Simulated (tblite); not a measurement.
A tight-binding relaxation on `BrC1=CC2=C(C=C1)SC1=CC=CC=C1S2`.

Computed with GFN2-xTB geometry optimisation, gas phase (tblite 0.8.0). Start geometry: from a force field or distance geometry. The input is one job of a driver script: a line of settings, then coordinates in Å.

Input:
```
{"job": {"kind": "relax", "xc": "GFN2-xTB", "basis": "xTB"}, "charge": 0, "multiplicity": 1}
Br     5.315000    -1.339400     0.937100
C      3.675500    -0.528300     0.323200
C      3.590500     0.852300     0.321500
C      2.438600     1.511000    -0.113900
C      1.386200     0.711800    -0.510900
C      1.472500    -0.679000    -0.509500
C      2.623300    -1.316100    -0.085800
S      0.029500    -1.556500    -1.070000
C     -1.474800    -0.774900    -0.493100
C     -2.579300    -1.486800    -0.048900
C     -3.693000    -0.773600     0.373500
C     -3.728400     0.608000     0.370900
C     -2.628800     1.295100    -0.063500
C     -1.494400     0.606500    -0.509000
S     -0.103300     1.565000    -1.067900
H      4.407100     1.493000     0.655800
H      2.348600     2.593400    -0.119100
H      2.675200    -2.414600    -0.079500
H     -2.529500    -2.555900    -0.050300
H     -4.555500    -1.345500     0.731900
H     -4.597300     1.182300     0.707500
H     -2.588200     2.371500    -0.101700
```

Output:
```
step      E/eV     max force
  0   -1083.42248    1.386
  1   -1083.52485    0.971
  2   -1083.57917    0.681
  3   -1083.65233    0.507
  4   -1083.67597    0.494
  5   -1083.69773    0.394
  6   -1083.70664    0.234
  7   -1083.71691    0.242
  8   -1083.72518    0.220
  9   -1083.73186    0.191
... (25 lines left out)
 35   -1083.75305    0.018
 36   -1083.75311    0.021
 37   -1083.75317    0.017
 38   -1083.75321    0.017
 39   -1083.75324    0.014
 40   -1083.75327    0.013
 41   -1083.75330    0.012
 42   -1083.75333    0.016
 43   -1083.75335    0.015
 44   -1083.75337    0.009
```

«max force» is the largest atomic force in eV/Å.

Problem. From which step on does the largest force stay under 0.1 eV/Å, and how much energy is left to gain from there?

Solution. From step 13 (0.086 eV/Å), 8.6 meV above the end.

Summary of the converged run: energy lowered by 7.6 kcal/mol over 44 steps; largest atomic force 0.009 eV/Å at the end.

Problem. Where do the atoms end?

Solution. 0.092 Å rms from the input after alignment:
```
atom  x, y, z in Å
Br1    5.1973   -1.4169    0.8788
C2     3.6107   -0.5252    0.3267
C3     3.5742    0.8605    0.3113
C4     2.4152    1.4933   -0.0925
C5     1.3095    0.7581   -0.5038
C6     1.3612   -0.6318   -0.4852
C7     2.5140   -1.2754   -0.0538
S8     0.0282   -1.6522   -1.0446
C9    -1.3814   -0.7341   -0.4786
C10   -2.4780   -1.4591   -0.0302
C11   -3.6275   -0.8059    0.3725
C12   -3.6811    0.5789    0.3504
C13   -2.5840    1.3048   -0.0727
C14   -1.4341    0.6524   -0.4988
S15   -0.0963    1.6568   -1.0906
H16    4.4359    1.4354    0.6109
H17    2.3620    2.5705   -0.1126
H18    2.5473   -2.3539   -0.0413
H19   -2.4199   -2.5367   -0.0208
H20   -4.4794   -1.3789    0.7045
H21   -4.5754    1.0954    0.6635
H22   -2.6088    2.3834   -0.0947
```

On an Arm Neoverse V2 with 2 threads, shared host, this took 0.56 s wall, 0.81 s CPU.
Labels such as C1 count atoms from 1, the log's own numbers from 0.
